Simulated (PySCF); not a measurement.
C3H4BNO2, SMILES O=C1CB(O)C=N1.

Geometry: PBE0-D3(BJ)/def2-SVP. This is a generated structure with no PubChem entry under its InChIKey; it may be hypothetical. The values are those of a single conformer.

Two levels are set side by side: PBE/def2-TZVP (PySCF) and M06-2X/def2-TZVP (PySCF). Same geometry, gas phase. Differences are taken from unrounded values.

```tsv
quantity	PBE
orbital gap (eV)	2.22
highest occupied level (eV)	-5.79
lowest empty level (eV)	-3.57
dipole moment (D)	4.94
mean polarisability (bohr³)	60.0
```

**Question.** These are the PBE values. What does M06-2X give? (Estimate from the structure and the level; the computed values follow.)

**Answer.** 
```json
[
 {"quantity": "orbital gap (eV)", "M06-2X": "7.13", "PBE minus M06-2X": "-4.92"},
 {"quantity": "highest occupied level (eV)", "M06-2X": "-8.74", "PBE minus M06-2X": "2.95"},
 {"quantity": "lowest empty level (eV)", "M06-2X": "-1.61", "PBE minus M06-2X": "-1.97"},
 {"quantity": "dipole moment (D)", "M06-2X": "5.20", "PBE minus M06-2X": "-0.26"},
 {"quantity": "mean polarisability (bohr³)", "M06-2X": "56.5", "PBE minus M06-2X": "3.5"}
]
```

Without exact exchange PBE keeps part of each electron's self-repulsion, which lifts occupied levels and narrows the gap. PBE's more diffuse valence density responds more strongly to a field. Differences between two approximate levels are no errors against the true value.

Rough cost on one machine, each run with all the roots and properties that it gave: M06-2X against PBE about 4 times.
